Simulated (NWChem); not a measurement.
CH4ClFSi; SMILES C[SiH](Cl)F

All runs: NWChem. Pople sets run with spherical d functions. Coordinates come from a PBE0/def2-SVP optimisation. Static field.

```tsv
level	isotropic polarisability (bohr³)	anisotropy (bohr³)
PBE/6-31+G*	47.3	14.1
B3LYP/6-31+G*	___	___
BHandHLYP/6-31+G*	43.2	12.6
CAM-B3LYP/6-31+G*	44.6	12.9
```

**Question.** What belongs in the gaps?

**Answer.** 
- B3LYP/6-31+G*, isotropic polarisability (bohr³): 45.5
- B3LYP/6-31+G*, anisotropy (bohr³): 13.4
